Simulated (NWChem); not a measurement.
System: Si2H3Br, singlet; SMILES [SiH3][Si]Br

Input file for NWChem:

```
start job
memory heap 200 mb stack 900 mb global 1100 mb
geometry units angstroms
  Si     0.182835     0.675536     1.074520
  Br     0.020612    -1.215345    -0.242016
  Si    -0.211309     2.460957    -0.328880
  H     -1.288768     3.181495     0.334520
  H     -0.527646     2.480386    -1.761414
  H      1.019744     3.290083    -0.173810
end
basis spherical
  * library def2-svp
end
dft
  xc pbe0
  iterations 150
end
driver
  maxiter 120
end
task dft optimize
task dft freq
```

Low-valent species are run as closed-shell singlets; no triplet was tried in these runs. This build's default masses of Se (78.918 u) and Br (79.917 u) are each other's, which moves their modes by up to 0.6 %.

The level has its own optimisation; frequencies are unscaled.

Problem. Give the results of this calculation. (PBE0/def2-SVP.) Quantities: r Br–Si (Å); r Si–Si (Å); r H–Si (Å); highest harmonic frequency (cm⁻¹); lowest (cm⁻¹); zero-point energy (kcal/mol); dipole (D).

Solution. 
```json
{
  "r Br–Si (Å)": "2.264",
  "r Si–Si (Å)": "2.422",
  "r H–Si (Å)": "1.498",
  "highest harmonic frequency (cm⁻¹)": "2217",
  "lowest (cm⁻¹)": "74",
  "zero-point energy (kcal/mol)": "16.0",
  "dipole (D)": "0.77"
}
```
